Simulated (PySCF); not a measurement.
F2H5NSi2, SMILES F[SiH](F)N[SiH3].

Geometry: TPSSh-D3(BJ)/def2-SVP. The structure was generated by enumeration, and PubChem lists no compound with its InChIKey, so it may never have been made. Other conformers were not sampled.

Two levels are set side by side: PBE/def2-TZVP (PySCF) and CAM-B3LYP/def2-TZVP (PySCF). Same geometry, gas phase. Differences are taken from unrounded values.

```tsv
quantity	CAM-B3LYP
orbital gap (eV)	10.61
highest occupied level (eV)	-9.73
lowest empty level (eV)	0.88
dipole moment (D)	2.11
mean polarisability (bohr³)	54.0
```

**Question.** What does PBE give, and how far is it from CAM-B3LYP? (The exact figures need the calculation; the answer reports its results.)

**Answer.** 
```
quantity                       PBE  PBE minus CAM-B3LYP
---------------------------  -----  -------------------
orbital gap (eV)              6.03                -4.58
highest occupied level (eV)  -6.92                 2.82
lowest empty level (eV)      -0.88                -1.77
dipole moment (D)             1.95                -0.16
mean polarisability (bohr³)   57.4                  3.3
```

Without exact exchange PBE keeps part of each electron's self-repulsion, which lifts occupied levels and narrows the gap. Loosely held outer electrons make PBE densities more polarisable. Differences between two approximate levels are no errors against the true value.

Rough cost on one machine, each run with all the roots and properties that it gave: CAM-B3LYP against PBE within a factor of 2.
